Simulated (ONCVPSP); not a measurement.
## silver (Ag): variants of one ONCV potential

Base potential:

ONCVPSP 4.0.1 input, shortened (lines: element, Z, core and valence counts, functional; n l f; lmax; l rc ep ncon nbas qcut; lloc lpopt rc5 dvloc0; l nproj debl; icmod fcfact rcfact), PBE, scalar-relativistic:

```
  Ag 47.00    6    3        4      upf
    1    0    2.00
    2    0    2.00
    2    1    6.00
    3    0    2.00
    3    1    6.00
    3    2   10.00
    4    0    2.00
    4    1    6.00
    4    2    8.00
    2
    0    1.40    0.00    3    6    6.90
    1    1.40    0.00    3    7    9.20
    2    1.70    0.00    4    9    7.50
    4    3    0.90    0.00
    0    2    3.00
    1    2    0.50
    2    1    0.80
    3    5.75    1.65
```

In the s channel the program set the typed energies aside and used -4.914, 0.050 Ha. In the p channel the program set the typed energies aside and used -3.559, 0.250 Ha.

Cutoffs, loose and tight: the cutoffs (Ha) at which the residual kinetic energy of the hardest occupied pseudo-wave falls to 1 and 0.1 mHa per electron. They do not see the model core or the augmentation charge, which bear on the density cutoff. Test errors are all-electron minus pseudo excitation energies from the reference, over the configurations 4s2 4p6 4d10 5s1; 4s2 4p6 4d10; 4s2 4p6 4d9; 4s2 4p5 4d10 5s1. A dash means not determined; rows that change the core or the reference have their own tests.

```csv
change,outcome,"cutoff, loose","cutoff, tight",bound ghosts,GHOST(+) flags above zero,largest test error (meV)
base,"generated, projector energies reset by the program",25 Ha,37 Ha,none,s,-96
"reference 4s2 4p6 4d10 5s1; wave 4s: rc 1.40 bohr, ncon 3, nbas 6, qcut 6.9 1/bohr, 2 projectors, debl 3 Ha becomes 4s+5s: rc 1.40 bohr, ncon 3, nbas 6, qcut 6.9 1/bohr, 2 projectors","generated, projector energies reset by the program",24 Ha,36 Ha,none,s,-7.0
"core correction Teter function, fcfact 5.75, rcfact 1.86","generated, projector energies reset by the program",25 Ha,37 Ha,none,s,-109
```

What comes out with this change to the base: s: qcut 8.4; p: qcut 11.2; d: qcut 9.1?

outcome: generated, projector energies reset by the program; cutoff, loose: 38 Ha; cutoff, tight: 46 Ha; bound ghosts: none; GHOST(+) flags above zero: s; largest test error (meV): -60.
